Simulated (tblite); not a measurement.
A geometry optimisation, step by step.

Compound: C4H7ClSSi.
Atom-mapped SMILES: `[CH2:1]=[C:2]([Cl:3])[C@@H:4]1[CH2:5][S:6][SiH2:7]1` (hydrogens: H8, H9 on C1; H10 on C4; H11, H12 on C5; H13, H14 on Si7)

Computed with GFN2-xTB (tblite), gas phase: L-BFGS steps from a force-field or distance-geometry start until the largest atomic force falls under 0.01 eV/Å. 6 of its 85 geometries are shown.

Step 0: E = -588.6824 eV, largest atomic force 2.637 eV/Å
```
atom  x, y, z in Å  |  force x, y, z in eV/Å
C1      2.174    0.865   -0.056   -0.696  -0.056  -0.632
C2      0.981    0.486   -0.574    2.148  -0.166   1.521
Cl3     0.647    0.878   -2.213   -0.425  -0.125   0.038
C4      0.037   -0.278    0.283   -0.570  -0.157  -1.206
C5     -0.760   -1.450   -0.395    0.594  -0.004   0.489
S6     -2.209   -1.419    0.771   -0.187  -0.641  -0.613
Si7    -1.587    0.610    0.731   -0.420   0.854   0.737
H8      2.892    1.425   -0.648   -0.228  -0.114   0.228
H9      2.459    0.640    0.968   -0.199   0.039  -0.418
H10     0.520   -0.638    1.218   -0.127   0.170  -0.826
H11    -0.229   -2.409   -0.387   -0.177   0.136   0.265
H12    -1.076   -1.290   -1.441    0.068   0.312   0.650
H13    -2.245    1.340   -0.369    0.244  -0.105   0.307
H14    -1.605    1.238    2.075   -0.025  -0.142  -0.540
```

Step 17: E = -589.0023 eV, largest atomic force 0.223 eV/Å
```
atom  x, y, z in Å  |  force x, y, z in eV/Å
C1      2.186    0.876   -0.106    0.097  -0.094  -0.001
C2      1.008    0.451   -0.532   -0.068  -0.054   0.072
Cl3     0.483    0.784   -2.147   -0.004   0.166  -0.149
C4      0.012   -0.268    0.293   -0.032  -0.105   0.017
C5     -0.692   -1.461   -0.365   -0.028  -0.025  -0.028
S6     -2.345   -1.389    0.457    0.081  -0.074  -0.052
Si7    -1.637    0.614    0.774    0.064   0.107  -0.050
H8      2.868    1.437   -0.722   -0.058  -0.025   0.020
H9      2.510    0.622    0.889    0.022   0.114  -0.020
H10     0.516   -0.622    1.198   -0.049   0.081   0.004
H11    -0.209   -2.426   -0.217   -0.058   0.033   0.144
H12    -0.838   -1.315   -1.435   -0.044   0.018   0.048
H13    -2.196    1.506   -0.235    0.088  -0.001   0.020
H14    -1.666    1.191    2.112   -0.009  -0.141  -0.026
```

Step 34: E = -589.0532 eV, largest atomic force 0.066 eV/Å
```
atom  x, y, z in Å  |  force x, y, z in eV/Å
C1      2.183    0.867   -0.174    0.001  -0.037  -0.014
C2      0.969    0.471   -0.523    0.006  -0.063  -0.020
Cl3     0.359    0.875   -2.099   -0.014   0.043  -0.041
C4      0.004   -0.263    0.326   -0.023  -0.006   0.024
C5     -0.656   -1.490   -0.320   -0.036   0.007   0.017
S6     -2.425   -1.286    0.155    0.004  -0.011   0.000
Si7    -1.653    0.627    0.740    0.042   0.015   0.009
H8      2.821    1.417   -0.841   -0.012   0.049  -0.011
H9      2.583    0.635    0.796   -0.018  -0.029   0.028
H10     0.514   -0.559    1.244    0.022  -0.007  -0.004
H11    -0.287   -2.445    0.050    0.008   0.035  -0.012
H12    -0.604   -1.478   -1.407    0.050   0.000   0.021
H13    -2.025    1.719   -0.146    0.008  -0.018   0.014
H14    -1.783    0.909    2.162   -0.038   0.022  -0.012
```

Step 50: E = -589.0576 eV, largest atomic force 0.017 eV/Å
```
atom  x, y, z in Å  |  force x, y, z in eV/Å
C1      2.176    0.858   -0.198    0.006  -0.013  -0.010
C2      0.954    0.473   -0.529    0.001   0.001   0.008
Cl3     0.306    0.911   -2.083   -0.007   0.006   0.008
C4      0.009   -0.265    0.339   -0.008   0.009   0.008
C5     -0.644   -1.497   -0.303    0.007   0.002   0.003
S6     -2.431   -1.251    0.064   -0.005   0.005   0.004
Si7    -1.650    0.629    0.739    0.009   0.002   0.000
H8      2.797    1.431   -0.862    0.003   0.011  -0.006
H9      2.592    0.599    0.759    0.000  -0.002   0.005
H10     0.540   -0.551    1.249   -0.008  -0.007   0.001
H11    -0.314   -2.443    0.120    0.004  -0.003   0.005
H12    -0.518   -1.526   -1.383    0.000   0.000  -0.011
H13    -1.970    1.762   -0.111   -0.003  -0.009  -0.007
H14    -1.849    0.869    2.162    0.001  -0.001  -0.008
```

Step 67: E = -589.0581 eV, largest atomic force 0.013 eV/Å
```
atom  x, y, z in Å  |  force x, y, z in eV/Å
C1      2.181    0.851   -0.198    0.000   0.001   0.000
C2      0.954    0.476   -0.521    0.002  -0.003  -0.005
Cl3     0.296    0.936   -2.065   -0.003   0.004  -0.006
C4      0.009   -0.265    0.343    0.003   0.006   0.002
C5     -0.643   -1.497   -0.303    0.011   0.006   0.001
S6     -2.429   -1.261    0.082    0.003  -0.005  -0.001
Si7    -1.651    0.628    0.734    0.001   0.000   0.003
H8      2.797    1.433   -0.859    0.002  -0.006  -0.001
H9      2.605    0.580    0.753   -0.002  -0.004   0.000
H10     0.537   -0.554    1.253   -0.009   0.000   0.006
H11    -0.304   -2.444    0.112    0.001   0.002  -0.001
H12    -0.526   -1.516   -1.384   -0.004  -0.003  -0.001
H13    -1.980    1.743   -0.137   -0.003   0.002   0.003
H14    -1.847    0.890    2.153   -0.004   0.000   0.000
```

Step 84: E = -589.0586 eV, largest atomic force 0.009 eV/Å
```
atom  x, y, z in Å  |  force x, y, z in eV/Å
C1      2.190    0.834   -0.203    0.001   0.001   0.000
C2      0.954    0.485   -0.519   -0.001  -0.001   0.004
Cl3     0.290    0.966   -2.053    0.004   0.002  -0.003
C4      0.004   -0.252    0.345    0.003  -0.005   0.001
C5     -0.635   -1.491   -0.300    0.006   0.001  -0.006
S6     -2.420   -1.278    0.097   -0.004   0.004  -0.002
Si7    -1.664    0.627    0.730    0.001   0.002   0.009
H8      2.813    1.408   -0.865   -0.001  -0.003   0.003
H9      2.615    0.547    0.743   -0.001   0.002  -0.008
H10     0.528   -0.537    1.260   -0.002   0.005   0.001
H11    -0.279   -2.434    0.108   -0.004   0.002  -0.002
H12    -0.525   -1.504   -1.383    0.000  -0.001   0.005
H13    -2.008    1.735   -0.145   -0.002  -0.007  -0.002
H14    -1.864    0.895    2.147    0.000  -0.002  -0.001
```

Q: Summarise the path.

A: The energy falls by 36.29 kJ/mol from step 0 to step 84; nine tenths of that is first reached at step 21. It falls at every step. The largest force goes from 2.637 to 0.009 eV/Å. Among the bonds C4–C5 changes most, from 1.571 to 1.536 Å; the atoms move by 0.373 Å rms after alignment.

Q: Follow the three bonds and two angles with the largest change from start to end.

A: 
```tsv
step	E above end (kJ/mol)	largest force (eV/Å)	C4–C5 (Å)	C1=C2 (Å)	Si7–H14 (Å)	Cl3–C2–C4 (°)	C1–C2–C4 (°)
0	36.29	2.637	1.571	1.354	1.483	122.9	118.9
4	12.46	0.240	1.528	1.324	1.446	116.6	124.4
7	11.03	0.176	1.532	1.324	1.454	115.8	123.9
11	9.29	0.212	1.532	1.327	1.448	115.2	124.4
15	6.76	0.279	1.532	1.323	1.452	114.8	124.8
18	5.01	0.143	1.533	1.324	1.458	114.2	125.3
22	3.12	0.208	1.529	1.323	1.459	114.9	125.8
26	1.59	0.171	1.532	1.321	1.454	114.7	126.4
29	1.05	0.096	1.534	1.324	1.454	114.4	126.8
33	0.60	0.074	1.536	1.323	1.457	114.0	126.6
37	0.28	0.059	1.535	1.323	1.456	114.0	126.3
40	0.19	0.035	1.535	1.323	1.457	114.1	126.1
44	0.13	0.029	1.536	1.323	1.456	114.4	126.0
47	0.11	0.020	1.536	1.323	1.456	114.4	126.1
51	0.09	0.020	1.536	1.323	1.456	114.3	126.0
55	0.07	0.019	1.536	1.323	1.456	114.1	126.2
58	0.06	0.014	1.536	1.323	1.456	114.0	126.3
62	0.05	0.012	1.536	1.323	1.456	114.1	126.2
66	0.04	0.014	1.536	1.323	1.456	114.1	126.3
69	0.04	0.012	1.536	1.323	1.456	114.1	126.3
73	0.03	0.013	1.536	1.323	1.456	114.1	126.3
77	0.02	0.014	1.536	1.323	1.456	114.1	126.3
80	0.01	0.016	1.536	1.323	1.456	114.1	126.3
84	0.00	0.009	1.536	1.323	1.456	114.0	126.3
```

The cost below is that of the whole relaxation. Time: 0.71 s. Hardware: an Arm Neoverse V1 with one thread, on a shared host.
